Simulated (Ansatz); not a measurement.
Input file for AlFH$_{4}$O$_{4}$Si (`O[Si](O)(O)[O][AlH][F]`):

```yaml
crystal:
  periodic: [false, false, false]
  atoms:
    - {symbol: O, position_ang: [-1.416904, 0.587299, -1.108575]}
    - {symbol: Si, position_ang: [-0.772891, 0.069429, 0.306182]}
    - {symbol: O, position_ang: [-0.571624, 1.290174, 1.366929]}
    - {symbol: O, position_ang: [-1.740692, -0.964398, 1.108438]}
    - {symbol: O, position_ang: [0.616463, -0.639051, -0.121504]}
    - {symbol: Al, position_ang: [2.216593, -0.585950, -0.611433]}
    - {symbol: F, position_ang: [2.974609, 0.874658, -0.654167]}
    - {symbol: H, position_ang: [-2.298761, 0.959756, -1.065372]}
    - {symbol: H, position_ang: [-0.160939, 2.088726, 1.033685]}
    - {symbol: H, position_ang: [-1.781567, -1.862057, 0.778236]}
    - {symbol: H, position_ang: [3.001113, -1.875785, -1.011720]}
basis:
  gaussian: {orbitals: def2-SVP}
correlation: {method: ccsd_t}
```

```sh
$ ansatz run in.yaml --threads 3 --pin off --events-out ev --progress --plain --backend cuda
```

Output of Ansatz, abridged:

```
Functional definition: HF
1172 factors; integrals over basis functions are off by at most 8.2e-4 eV
mean field evaluation 1: about -25351.9142 eV, gradient 6.3e1 eV
mean field evaluation 2: about -25351.9526 eV, gradient 6.3e1 eV
mean field evaluation 4: about -25359.0900 eV, gradient 3.1e0 eV
mean field evaluation 8: about -25359.1333 eV, gradient 3.0e-1 eV
mean field -25359.13355362 eV, -931.9309690573 hartree, gradient 6.4e-7 eV, S^2 0.000000; 0 other end points of the search recorded, 0 dependent functions left out
15 core orbitals not correlated: weight in the atoms' cores, before any rotation towards them, 1.000 or more for the frozen orbitals, at most 0.000 for the correlated occupied ones
reference -25359.13355362 eV, -931.9309690573 hartree; 21, 21 occupied and 90, 90 virtual orbitals, 1172 factors
second order -29.08294091 eV of doubles, -0.00000000 eV of singles
cycle   1  -29.09598945 eV  change   -1.3e-2 eV  update   1.1e-1
cycle   2  -29.68416775 eV  change   -5.9e-1 eV  update   3.2e-2
cycle   3  -29.85232292 eV  change   -1.7e-1 eV  update   1.7e-2
cycle   4  -29.84272313 eV  change    9.6e-3 eV  update   3.4e-3
cycle   5  -29.83905432 eV  change    3.7e-3 eV  update   1.5e-3
cycle   6  -29.83975253 eV  change   -7.0e-4 eV  update   4.3e-4
cycle   7  -29.83961308 eV  change    1.4e-4 eV  update   1.4e-4
cycle   8  -29.83949807 eV  change    1.2e-4 eV  update   4.6e-5
cycle   9  -29.83948340 eV  change    1.5e-5 eV  update   1.6e-5
perturbative correction -0.55712705 eV, -0.0204740415 hartree
Total energy: -25389.53016407 eV, -933.0480238877 hartree
```

Run time 40 s (3 threads of an AMD EPYC 7R13 on a shared host and a share of an NVIDIA H100 80 GB); peak host memory 0.78 GiB.

Correlation energy per correlated electron: -0.724 eV. T1 diagnostic: 0.0121.
